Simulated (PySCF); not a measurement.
C$_{4}$H$_{12}$O$_{2}$Si, triplet, at the geometry of the source list (a higher spin typed on purpose: for a closed-shell molecule this is an excited state) (in this run its highest filled SCF level lies above zero, so its values depend strongly on the basis, on diffuse functions most of all), with bond 17-7 at 1.5 times its length; PBE/STO-3G (PySCF).

Input for PySCF:
```python
from pyscf import gto, scf, dft

mol = gto.M(
    atom='''
C    -1.94590000   -1.39060000    0.63670000
O    -0.61890000   -0.95920000    0.69300000
Si    0.08070000    0.34400000   -0.01650000
C    -0.67850000    1.98930000    0.54080000
C     0.01830000    0.16000000   -1.91570000
O     1.59490000    0.39160000    0.56900000
C     2.54260000   -0.63650000    0.62760000
H    -2.02320000   -2.30800000    1.22120000
H    -2.25080000   -1.59430000   -0.39240000
H    -2.61670000   -0.63810000    1.05870000
H    -1.71260000    2.06540000    0.21830000
H    -0.14440000    2.83910000    0.13110000
H    -0.66130000    2.08130000    1.62220000
H     0.47580000   -0.77320000   -2.23740000
H     0.54630000    0.96850000   -2.41190000
H    -1.00220000    0.16450000   -2.28970000
H     3.93370000    0.00115000    1.20900000
H     2.19990000   -1.43250000    1.29280000
H     2.72610000   -1.05990000   -0.36300000
''',
    basis='sto-3g',
    spin=2,
    verbose=4,
)

mf = dft.UKS(mol)
mf.xc = 'pbe'
mf.kernel()
mo_i, mo_e, stable_i, stable_e = mf.stability(internal=True, external=False, return_status=True, nroots=6, tol=1e-6)
print('internally stable:', stable_i, ' externally stable:', stable_e)
if not stable_i:
    umf = mf.copy()
    umf.scf_summary = {}
    umf.kernel(umf.make_rdm1(mo_i, mf.mo_occ))
mf.analyze()
```

Output, abridged:

```
PySCF version 2.14.0

[INPUT] verbose = 4
[INPUT] num. atoms = 19
[INPUT] num. electrons = 66
[INPUT] charge = 0
[INPUT] spin (= nelec alpha-beta = 2S) = 2
[INPUT] symmetry False subgroup None
[INPUT] Mole.unit = angstrom
[INPUT] Symbol           X                Y                Z      unit          X                Y                Z       unit  Magmom
[...]
nuclear repulsion = 417.930934845839
number of shells = 35
number of NR pGTOs = 153
number of NR cGTOs = 51
basis = sto-3g
ecp = {}

******** <class 'pyscf.dft.uks.UKS'> ********
method = UKS
initial guess = minao
damping factor = 0
level_shift factor = 0
DIIS = <class 'pyscf.scf.diis.CDIIS'>
diis_start_cycle = 1
diis_space = 8
diis_damp = 0
SCF conv_tol = 1e-09
SCF conv_tol_grad = None
SCF max_cycles = 50
direct_scf = True
direct_scf_tol = 1e-13
number electrons alpha = 34  beta = 32
XC library pyscf.dft.libxc version 7.1.2
    S. Lehtola, C. Steigemann, M. J. T. Oliveira, and M. A. L. Marques,  SoftwareX 7, 1–5 (2018)
XC functionals = pbe
    J. P. Perdew, K. Burke, and M. Ernzerhof,  Phys. Rev. Lett. 77, 3865 (1996)
    J. P. Perdew, K. Burke, and M. Ernzerhof,  Phys. Rev. Lett. 78, 1396 (1997)
    J. P. Perdew, K. Burke, and M. Ernzerhof,  Phys. Rev. Lett. 77, 3865 (1996)
    J. P. Perdew, K. Burke, and M. Ernzerhof,  Phys. Rev. Lett. 78, 1396 (1997)
radial grids:
    Treutler-Ahlrichs [JCP 102, 346 (1995); DOI:10.1063/1.469408] (M4) radial grids

becke partition: Becke, JCP 88, 2547 (1988); DOI:10.1063/1.454033
pruning grids: <function nwchem_prune>
grids dens level: 3
symmetrized grids: False
atomic radii adjust function: <function treutler_atomic_radii_adjust>
small_rho_cutoff = 0
Set gradient conv threshold to 3.16228e-05
tot grids = 221512
init E= -591.983934850598

cycle= 1 E= -591.259408703705  delta_E= 0.725  |g|= 0.547  |ddm|= 3.81

cycle= 2 E= -590.503801851464  delta_E= 0.756  |g|= 1.15  |ddm|= 2.43

cycle= 3 E= -590.971534221143  delta_E= -0.468  |g|= 0.594  |ddm|= 3.38

cycle= 4 E= -591.447632257928  delta_E= -0.476  |g|= 0.163  |ddm|=  2.9

cycle= 5 E= -591.457331568686  delta_E= -0.0097  |g|= 0.116  |ddm|= 0.461

cycle= 6 E= -591.466560149942  delta_E= -0.00923  |g|= 0.028  |ddm|= 0.231

cycle= 7 E= -591.467020534114  delta_E= -0.00046  |g|= 0.012  |ddm|= 0.0552

cycle= 8 E= -591.467136741221  delta_E= -0.000116  |g|= 0.00319  |ddm|= 0.0237

cycle= 9 E= -591.46714482163  delta_E= -8.08e-06  |g|= 0.00145  |ddm|= 0.00798

cycle= 10 E= -591.467146274405  delta_E= -1.45e-06  |g|= 0.000375  |ddm|= 0.00258

cycle= 11 E= -591.467146365866  delta_E= -9.15e-08  |g|= 0.000195  |ddm|= 0.000843

cycle= 12 E= -591.467146391727  delta_E= -2.59e-08  |g|= 5.64e-05  |ddm|= 0.000397

cycle= 13 E= -591.467146393849  delta_E= -2.12e-09  |g|= 2.13e-05  |ddm|= 0.000118

cycle= 14 E= -591.46714639415  delta_E= -3.01e-10  |g|= 5.28e-06  |ddm|= 4.39e-05

Extra cycle  E= -591.467146394067  delta_E= 8.28e-11  |g|= 1.25e-05  |ddm|= 2.65e-05
converged SCF energy = -591.467146394067  <S^2> = 2.000989  2S+1 = 3.0006592
uhf_internal: lowest eigs of H = [0.06830498 0.10733807 0.14679489 0.23166803 0.29336813 0.34474745]
<class 'pyscf.dft.uks.UKS'> wavefunction is stable in the internal stability analysis
internally stable: True  externally stable: None
**** SCF Summaries ****
Total Energy =                        -591.467146394067186
Nuclear Repulsion Energy =             417.930934845838806
One-electron Energy =                -1646.129495071231531
Two-electron Energy =                  636.731413831325540
Two-electron Coulomb Energy =          700.802807215633720
DFT Exchange-Correlation Energy =      -64.071393384308209
**** MO energy ****
                             alpha | beta                alpha | beta
[...]
To work with the spin densities directly, `use mulliken_meta_spin()` only printing them here.

 ** Mulliken spin pop alpha/beta on meta-lowdin orthogonal AOs **
 ** Mulliken Spin Density (per AO)  **
spin_pop of  0 C 1s        0.00000
spin_pop of  0 C 2s        0.00065
spin_pop of  0 C 2px       0.00286
spin_pop of  0 C 2py       0.00054
spin_pop of  0 C 2pz       0.00015
spin_pop of  1 O 1s        0.00000
spin_pop of  1 O 2s        0.00243
spin_pop of  1 O 2px       0.00091
spin_pop of  1 O 2py       0.00038
spin_pop of  1 O 2pz      -0.00052
spin_pop of  2 Si 1s        0.00000
spin_pop of  2 Si 2s        0.00001
spin_pop of  2 Si 3s        0.01324
spin_pop of  2 Si 2px       0.00006
spin_pop of  2 Si 2py      -0.00000
spin_pop of  2 Si 2pz       0.00000
spin_pop of  2 Si 3px       0.02670
spin_pop of  2 Si 3py       0.00210
spin_pop of  2 Si 3pz       0.00540
spin_pop of  3 C 1s        0.00000
spin_pop of  3 C 2s       -0.00008
spin_pop of  3 C 2px      -0.00033
spin_pop of  3 C 2py      -0.00034
spin_pop of  3 C 2pz      -0.00002
spin_pop of  4 C 1s        0.00000
spin_pop of  4 C 2s        0.00078
spin_pop of  4 C 2px       0.00007
spin_pop of  4 C 2py       0.00031
spin_pop of  4 C 2pz       0.00540
spin_pop of  5 O 1s        0.00001
spin_pop of  5 O 2s        0.02972
spin_pop of  5 O 2px       0.05360
spin_pop of  5 O 2py       0.11013
spin_pop of  5 O 2pz       0.02014
spin_pop of  6 C 1s        0.00002
spin_pop of  6 C 2s        0.13500
spin_pop of  6 C 2px       0.38550
spin_pop of  6 C 2py       0.17359
spin_pop of  6 C 2pz       0.09780
spin_pop of  7 H 1s       -0.00006
spin_pop of  8 H 1s       -0.00009
spin_pop of  9 H 1s       -0.00018
spin_pop of  10 H 1s        0.00053
spin_pop of  11 H 1s        0.00001
spin_pop of  12 H 1s        0.00015
spin_pop of  13 H 1s       -0.00013
spin_pop of  14 H 1s       -0.00017
spin_pop of  15 H 1s        0.00101
spin_pop of  16 H 1s        0.93677
spin_pop of  17 H 1s       -0.00120
spin_pop of  18 H 1s       -0.00286
 ** Mulliken Spin Density (per atom)  **
spin density of  0 C =      0.00420
spin density of  1 O =      0.00320
spin density of  2 Si =      0.04753
spin density of  3 C =     -0.00077
spin density of  4 C =      0.00656
spin density of  5 O =      0.21358
spin density of  6 C =      0.79191
spin density of  7 H =     -0.00006
spin density of  8 H =     -0.00009
spin density of  9 H =     -0.00018
spin density of  10 H =      0.00053
spin density of  11 H =      0.00001
spin density of  12 H =      0.00015
spin density of  13 H =     -0.00013
spin density of  14 H =     -0.00017
spin density of  15 H =      0.00101
spin density of  16 H =      0.93677
spin density of  17 H =     -0.00120
spin density of  18 H =     -0.00286
 ** Mulliken pop alpha/beta on meta-lowdin orthogonal AOs **
 ** Mulliken pop       alpha | beta **
In total            34.00000 | 32.00000
 ** Mulliken atomic charges   ( Nelec_alpha | Nelec_beta ) **
charge of  0C =     -0.06486  (     3.03453      3.03033 )
charge of  1O =     -0.26956  (     4.13638      4.13318 )
charge of  2Si =      0.79252  (     6.62750      6.57997 )
charge of  3C =     -0.31928  (     3.15926      3.16003 )
charge of  4C =     -0.32066  (     3.16361      3.15705 )
charge of  5O =     -0.18299  (     4.19829      3.98471 )
charge of  6C =     -0.07048  (     3.43119      2.63929 )
charge of  7H =      0.05297  (     0.47348      0.47355 )
charge of  8H =      0.03763  (     0.48114      0.48123 )
charge of  9H =      0.03833  (     0.48075      0.48092 )
charge of  10H =      0.04924  (     0.47565      0.47511 )
charge of  11H =      0.05433  (     0.47284      0.47283 )
charge of  12H =      0.05383  (     0.47316      0.47301 )
charge of  13H =      0.05006  (     0.47490      0.47503 )
charge of  14H =      0.05241  (     0.47371      0.47388 )
charge of  15H =      0.05034  (     0.47534      0.47432 )
charge of  16H =     -0.05551  (     0.99614      0.05937 )
charge of  17H =      0.02931  (     0.48474      0.48595 )
charge of  18H =      0.02238  (     0.48738      0.49024 )
Dipole moment(X, Y, Z, Debye): -2.55187, -0.06298, -1.22149
```
